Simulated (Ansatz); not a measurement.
System: C2H9Si2 (charge 0, doublet). It need not be the lowest isomer of its formula. 
Structure (B3LYP-D3(BJ)/def2-TZVP (Ansatz, an electronic-structure program) minimum search):
SMILES: C[Si]([SiH3])C
```xyz
13

C     -1.4516     1.4663     0.1755
Si    -0.4017     0.0479    -0.4972
C     -1.2895    -1.6007    -0.2507
Si     1.7655     0.0403     0.3813
H     -1.6414     1.3294     1.2447
H     -2.4175     1.5098    -0.3320
H     -0.9540     2.4276     0.0412
H     -1.4770    -1.7800     0.8126
H     -0.6972    -2.4325    -0.6341
H     -2.2529    -1.6042    -0.7647
H      1.8017    -0.1629     1.8572
H      2.5588    -1.0491    -0.2413
H      2.4329     1.3339     0.0899
```
Charge 0, spin multiplicity 2.

Basis-set convergence of Hartree-Fock and CCSD correlation energies (hartree) with Ansatz. Cores are frozen in the correlated levels unless marked. UHF or UKS for open shells. Spin-orbit coupling is left out. No relativistic terms.

```csv
basis,functions,E(HF),"E(corr, CCSD)"
aug-cc-pV(D+d)Z,191,-658.83389,-0.57397
aug-cc-pV(T+d)Z,409,___,___
```

**Question.** Some entries are withheld; supply them.

**Answer.** 
- aug-cc-pV(T+d)Z, E(HF): -658.87927
- aug-cc-pV(T+d)Z, E(corr, CCSD): -0.66539
